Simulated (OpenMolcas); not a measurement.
# Fe4+: moving or changing the point charges

Fe4+ among 6 point charges of -2 e arranged as a trigonal antiprism (D3d), 1.83 Å from the ion, with a polar angle of 53.6° against the regular 54.74°.
```
   0.0000    1.4737    1.0849  -2.00
  -1.2763   -0.7369    1.0849  -2.00
   1.2763   -0.7369    1.0849  -2.00
   0.0000   -1.4737   -1.0849  -2.00
   1.2763    0.7369   -1.0849  -2.00
  -1.2763    0.7369   -1.0849  -2.00
```

* Program: OpenMolcas 26.06
* Method: CASSCF
* Basis: ANO-RCC-VDZP [5s4p2d1f]
* Scalar Hamiltonian: DKH2, point nucleus
* Active space: 4 electrons in 5 orbitals (3d)
* State averaging: 2S+1 = 5 even, 5 roots; 2S+1 = 3 even, 45 roots; 2S+1 = 1 even, 50 roots
* Spin-orbit coupling: state interaction with AMFI integrals over the reference wave functions

Runs around this geometry, states (labels of D3, the rotations of D3d). Energies in cm-1 above the lowest state or level, χT in cm3 K/mol.

```tsv
R (Å)	q (e)	Polar angle / regular	Ground state	First state of that spin	First gap with spin-orbit (degeneracies)	χT at 300 K	First state of another spin
1.83	-2	0.9	5E	5A1 1598	0.9 (2, 1)	2.171	3E 25216
1.83	-1.6	0.98	5E	5A1 2293	34.6 (1, 2)	2.396	3E 25798
1.73	-2	0.98	5E	5A1 3784	15.1 (1, 2)	2.618	3E 24667
1.83	-2	0.98	5E	5A1 2846	24.1 (1, 2)	2.503	3E 25402
1.99	-2	0.98	5E	5A1 1852	41.8 (1, 2)	2.277	3E 26052
```

Taking the first state of the same spin as R^-n, n = -ln(1852 / 3784) / ln(1.99 / 1.73) = 5.1 between the shortest and longest distance.

Scaling the charges by -1.6 / -2 = 0.80 scales the first state of the same spin by 2293 / 2846 = 0.81; with fixed orbitals a first-order splitting would follow the charge.

An orbital doublet at a regular site is open to a Jahn-Teller distortion, which this geometry leaves out. Without dynamic correlation the repulsion within the d shell is too large (B by tens of per cent), so at a given field states of lower spin stand too high. Point charges give a weaker field than real ligands, and real ions of this kind are often low spin; the high spin found here belongs to the model. The ground term spreads over less than 5000 cm-1, several times less than with real ligands, so orbital moments are less quenched and χT lies further from the spin-only value than at real sites (holds for R = 1.83, q = -1.6, ratio = 0.98; R = 1.73, q = -2, ratio = 0.98; R = 1.83, q = -2, ratio = 0.98; R = 1.99, q = -2, ratio = 0.98). Point charges carry no covalency, so the field is a model and not that of real ligands. No measured value stands beside these numbers.
